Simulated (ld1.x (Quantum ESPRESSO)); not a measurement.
caesium (Cs), TM: configuration errors across variants

| Property | Result |
| --- | --- |
| Element | caesium |
| Generator | ld1.x (Quantum ESPRESSO) 7.5 |
| Type | norm-conserving Troullier–Martins (Kleinman–Bylander form) |
| Functional | LDA (PZ) |
| Relativity | non-relativistic |
| Frozen core | [Kr] 4d10 |
| Valence charge | 9 |
| Reference configuration | 5s2 5p6 5d0 6s1 6p0 |
| Partial waves | 5s (bound): rc 2.30 bohr; 5p (bound): rc 3.50 bohr; 5d (bound, empty): rc 3.20 bohr |
| Local potential | the d channel |
| Core correction | none |

Occupied shells without a wave of their own: 6s. They enter only through the test configuration that unscreens the potential.

All-electron excitation energies from the reference (eV): (1) 5s2 5p6 5d0 6s0 6p0 3.840; (2) 5s2 5p6 5d0 6s0.5 6p0 1.496; (3) 5s2 5p6 5d0 6s0 6p1 1.320; (4) 5s2 5p6 5d1 6s0 6p0 1.433; (5) 5s1 5p6 5d0 6s1 6p0 29.744; (6) 5s2 5p5 5d0 6s1 6p0 18.083; (7) 5s2 5p6 5d0.5 6s0.5 6p0 0.716; (8) 5s2 5p6 5d0 6s1 6p0 spin -0.105; (9) 5s2 5p6 5d0 6s0.5 6p0 spin 1.460.

Spin tests fill each open shell by Hund’s rule, majority spin first.

On the changes marked as counting shells twice: ld1.x takes every shell without a wave as core, so the model core holds the marked electrons as well and exchange and correlation see them twice. This cancels in the reference configuration, but the file is broken for other ones, and its errors say nothing about a proper core correction.

4 further variants failed, have other tests or another functional or relativity, and are left out.

Errors AE − PS in meV (a dash: test not solved or not reliable):

| change | (1) | (2) | (3) | (4) | (5) | (6) | (7) | (8) | (9) | bound ghosts |
| --- | --- | --- | --- | --- | --- | --- | --- | --- | --- | --- |
| base | +198 | +77 | +163 | +110 | +9.3 | -33 | +57 | -0.5 | +78 | none |
| core correction a·sin(br)/r model core inside 1.04 bohr (6s counted twice) | -6.9 | +42 | +140 | +91 | -28 | -62 | +53 | -32 | +28 | none |
| wave 5d (bound): rc 3.20 bohr becomes 5d (bound): rc 3.24 bohr | +198 | +77 | +163 | +110 | +9.3 | -33 | +57 | -0.5 | +78 | none |
| local potential all-electron potential smoothed inside 2.10 bohr (lloc = -1) | -286 | -106 | -167 | -149 | +316 | +194 | -77 | +3.4 | -105 | none |
| wave 5p (bound): rc 3.50 bohr becomes 5p (bound): rc 2.94 bohr | +198 | +77 | +161 | +110 | +1.0 | -23 | +57 | -0.5 | +78 | none |

(1) Give the same row for: wave 5s (bound): rc 2.30 bohr becomes 5s (bound): rc 2.64 bohr.

Answers

(1) +195, +76, +161, +108, -20, -28, +56, -0.5, +76; bound ghosts: none.
